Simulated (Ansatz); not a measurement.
Ansatz (a program for electronic structure) input (CCSD(T)/cc-pVQZ):

Ansatz 0.2 input:
```yaml
crystal:
  periodic: [false, false, false]
  atoms:
    - {symbol: B, position_ang: [0.26587793, -0.29169300, 0.52924554]}
    - {symbol: F, position_ang: [0.91071220, 0.07456891, -0.64518997]}
    - {symbol: F, position_ang: [-1.05842216, 0.08748276, 0.35116467]}
basis:
  gaussian:
    orbitals: cc-pVQZ
total_charge: -1
magnetization: {spin_polarized: false}
correlation: {method: ccsd_t, electrons: outside_noble_gas}
```

End of the output:

```
integrals: 0.46 GiB planned
1025 factors; integrals over basis functions are off by at most 7.4e-4 eV
mean field: 0.43 GiB planned
mean field evaluation 1: about -6086.5951 eV, gradient 1.9e1 eV
mean field evaluation 2: about -6086.5964 eV, gradient 1.9e1 eV
mean field evaluation 4: about -6087.4388 eV, gradient 2.2e0 eV
mean field evaluation 8: about -6087.4575 eV, gradient 1.8e-4 eV
mean field evaluation 16: about -6087.4555 eV, gradient 7.0e-1 eV
mean field -6087.45750627 eV, -223.7099371287 hartree, gradient 8.9e-6 eV, S^2 0.000000; 0 other end points of the search recorded, 0 dependent functions left out; unrestricted orbitals would lower it
3 core orbitals not correlated
reference -6087.45750627 eV, -223.7099371287 hartree; 9, 9 occupied and 153, 153 virtual orbitals, 1025 factors
second order -18.02500258 eV of doubles, -0.00000000 eV of singles
coupled cluster: 0.88 GiB planned
cycle   1  -17.63485219 eV  change    3.9e-1 eV  update   9.1e-2
cycle   2  -18.01582476 eV  change   -3.8e-1 eV  update   3.1e-2
cycle   3  -18.11637722 eV  change   -1.0e-1 eV  update   1.7e-2
cycle   4  -18.09221848 eV  change    2.4e-2 eV  update   4.3e-3
cycle   5  -18.09050909 eV  change    1.7e-3 eV  update   1.9e-3
cycle   6  -18.09208118 eV  change   -1.6e-3 eV  update   5.8e-4
cycle   7  -18.09165040 eV  change    4.3e-4 eV  update   2.2e-4
cycle   8  -18.09157370 eV  change    7.7e-5 eV  update   6.4e-5
cycle   9  -18.09161200 eV  change   -3.8e-5 eV  update   2.3e-5
cycle  10  -18.09160811 eV  change    3.9e-6 eV  update   6.2e-6
perturbative correction -0.62397795 eV, -0.0229307667 hartree
Total energy: -6106.17309233 eV, -224.3977222303 hartree
```
